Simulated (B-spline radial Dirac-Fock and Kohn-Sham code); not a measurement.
How the levels of europium move as electrons are removed

These are calculated numbers from a radial B-spline solver; the model is Dirac-Fock (average of configuration) total-energy differences with a finite nucleus, the Breit interaction including its frequency dependence, and self-energy and vacuum-polarisation corrections. Each ion is free and in its tabulated ground configuration. No correlation.

Reference: Eu⁵⁸⁺, [He] 2s2 2p1, with K 54698.5 eV. Shifts from it, in eV (a dash: the subshell is empty, belongs to an open shell averaged over j, or its hole state is left out as unreliable):

| ion | configuration | K |
| --- | --- | --- |
| Eu⁵⁹⁺ | [He] 2s2 | +417.2 |
| Eu⁶⁰⁺ | [He] 2s1 | – |
| Eu⁶¹⁺ | 1s2 | +1164.0 |
| Eu⁶²⁺ | 1s1 | ? |

Question: Give the missing shifts for Eu⁶²⁺.

Answer: K +2422.1 (eV).
